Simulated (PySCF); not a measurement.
## How methods differ on the ionisation energy of Ar²⁺

Ar²⁺ [Ne] 3s2 3p4 (3P) → Ar³⁺ [Ne] 3s2 3p3 (4S), as a difference of total energies. Calculation: PySCF 2.14, in def2-TZVPPD (6s6p4d1f, 51 functions); no relativity, point nucleus. Correlated levels: valence: [Ne] frozen. The calculations carry no spin-orbit coupling.

```tsv
method	ionisation energy (eV)	plus first-order spin-orbit estimate	difference from reference of that sum (eV)
UHF	39.381	39.444	-1.291
MP2 (valence)	40.177	40.241	-0.494
SCS-MP2 (valence)	40.265	40.329	-0.406
CCSD (valence)	40.288	40.352	-0.383
CCSD(T) (valence)	40.314	40.378	-0.357
```

Reference: 40.735 ± 0.012 eV (semi-empirical (NIST evaluation); NIST Atomic Spectra Database, ionization energies).

A first-order spin-orbit estimate (lowest level to lowest level, LS coupling) adds 0.064 eV.

Errors of the correlated levels include the incompleteness of this basis and the frozen core.
